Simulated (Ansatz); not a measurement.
Cost and result for the atomization energy of GeH₆Si (`[SiH3][GeH3]`) (8 atoms, 7 bonds).

| atom | x (Å) | y (Å) | z (Å) |
| --- | --- | --- | --- |
| Si1 | 0.866 | 0.363 | -0.748 |
| Ge2 | -0.849 | -0.356 | 0.734 |
| H3 | 1.982 | -0.619 | -0.752 |
| H4 | 1.391 | 1.686 | -0.320 |
| H5 | 0.329 | 0.484 | -2.129 |
| H6 | -1.406 | -1.721 | 0.296 |
| H7 | -2.007 | 0.656 | 0.752 |
| H8 | -0.305 | -0.493 | 2.166 |

Charge 0, multiplicity 1. Correlated methods include outer-core shells of Ge, which these sets cover unevenly. Scalar relativity is left out up to krypton. Geometry: relaxed with PBE0-D4/def2-TZVP. Program: Ansatz. All runs use 2 threads of a server CPU on a shared host. Times are those of one run each, without the atoms' runs, and a repeat can differ threefold. Electronic energies, without spin–orbit coupling; frozen cores. CCSD(T)/CBS adds CCSD(T) − MP2 in def2-TZVPP to the MP2 limit, and its time is that of the two runs behind it. T1 = 0.012. With those shells the extrapolation isn't a true limit. HSE06 is the plane-wave form, built on full-range PBE exchange.

CCSD(T)/CBS is a level of theory with its own doubt, some kJ/mol a heavy atom from the limit and from the frozen cores, so smaller differences don't rank the functionals.

```csv
level,functions,wall time
LDA (SPW92)/def2-TZVPP,174,0.45 s
BLYP-D4/def2-TZVPP,174,0.7 s
PBE-D4/def2-TZVPP (with forces),174,0.8 s
CCSD(T)/def2-SVP,80,0.8 s
BHLYP-D4/def2-TZVPP,174,0.95 s
HSE06-D4/def2-TZVPP,174,1.1 s
CAM-B3LYP-D4/def2-TZVPP,174,1.1 s
r2SCAN-D4/def2-TZVPP (with forces),174,1.4 s
B2PLYP/def2-TZVPP,174,1.6 s
PBE-QIDH/def2-TZVPP,174,1.6 s
MP2/def2-QZVPP,339,5.5 s
CCSD(T)/def2-TZVPP,174,10 s
CCSD(T)/CBS(def2),–,16 s
```

(1) What atomization energy does each give, and how far from CCSD(T)/CBS? (An estimate is asked.)

Results:

(1) Computed: 
| level | atomization (kcal/mol) | difference from CCSD(T)/CBS | per bond |
| --- | --- | --- | --- |
| LDA (SPW92)/def2-TZVPP | 560.9 | 46.7 | 6.7 |
| BLYP-D4/def2-TZVPP | 502.0 | -12.2 | -1.7 |
| PBE-D4/def2-TZVPP (with forces) | 500.3 | -13.9 | -2.0 |
| CCSD(T)/def2-SVP | 481.2 | -33.0 | -4.7 |
| BHLYP-D4/def2-TZVPP | 507.8 | -6.4 | -0.9 |
| HSE06-D4/def2-TZVPP | 501.7 | -12.5 | -1.8 |
| CAM-B3LYP-D4/def2-TZVPP | 512.5 | -1.7 | -0.2 |
| r2SCAN-D4/def2-TZVPP (with forces) | 511.0 | -3.2 | -0.4 |
| B2PLYP/def2-TZVPP | 503.7 | -10.5 | -1.5 |
| PBE-QIDH/def2-TZVPP | 503.7 | -10.5 | -1.5 |
| MP2/def2-QZVPP | 498.0 | -16.2 | -2.3 |
| CCSD(T)/def2-TZVPP | 504.8 | -9.4 | -1.3 |
| CCSD(T)/CBS(def2) | 514.2 | 0.0 | 0.0 |

In def2-TZVPP, CCSD(T) changes the Hartree–Fock value by +114.8 kcal/mol (the triples alone add +3.2 kcal/mol) and MP2 by +102.5 kcal/mol; breaking electron pairs costs correlation energy, which Hartree–Fock lacks. At CCSD(T), def2-SVP lies −33.0 kcal/mol from the extrapolated value and def2-TZVPP −9.4 kcal/mol: correlation converges slowly with the basis, and small sets miss more of it in the bonded molecule than in its fragments. From PBE to PBE0 (25 % exact exchange), in def2-TZVPP and without D4, the atomization energy moves by +2.0 kcal/mol.
